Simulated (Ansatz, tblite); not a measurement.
Forces on the cluster Be₅Se₄⁺ at its r2SCAN-D4/def2-SVP geometry. Total charge 1; doublet.

The xTB rows come from tblite. The structure comes from a short search, and lower isomers may exist.

GFN1-xTB (tblite), largest force 0.80 eV/Å:

```xyz
9
positions Å, forces eV/Å
Be   -1.248    1.293    0.906   -0.339    0.269   -0.123
Be    1.432   -0.988   -0.827   -0.234   -0.475   -0.153
Be   -0.809   -0.785   -0.756    0.031   -0.221   -0.516
Be   -0.129   -0.771    1.854    0.026   -0.407    0.188
Be    0.436    0.852   -1.671   -0.434   -0.104   -0.324
Se   -0.673    0.922    2.802   -0.010    0.150    0.341
Se    0.196   -2.268    0.427    0.164    0.144    0.346
Se   -1.654    1.150   -1.142    0.087    0.282    0.284
Se    2.451    0.596   -1.593    0.709    0.363   -0.043
```

GFN2-xTB (tblite), largest force 0.93 eV/Å:

```
Be -0.307 0.067 0.054
Be -0.402 -0.236 -0.582
Be 0.317 -0.210 -0.829
Be -0.157 -0.210 0.182
Be -0.223 -0.566 -0.431
Se 0.052 -0.089 -0.255
Se 0.169 0.305 0.865
Se 0.036 0.549 0.753
Se 0.517 0.390 0.243
```

PBE-D4/def2-TZVP (Ansatz), largest force 0.20 eV/Å:

```
Be 0.072 -0.138 -0.011
Be -0.165 0.092 -0.049
Be 0.136 0.110 0.082
Be -0.053 0.091 -0.116
Be -0.017 -0.178 0.073
Se -0.011 0.044 0.109
Se 0.016 -0.053 -0.033
Se -0.020 0.009 -0.061
Se 0.042 0.025 0.007
```
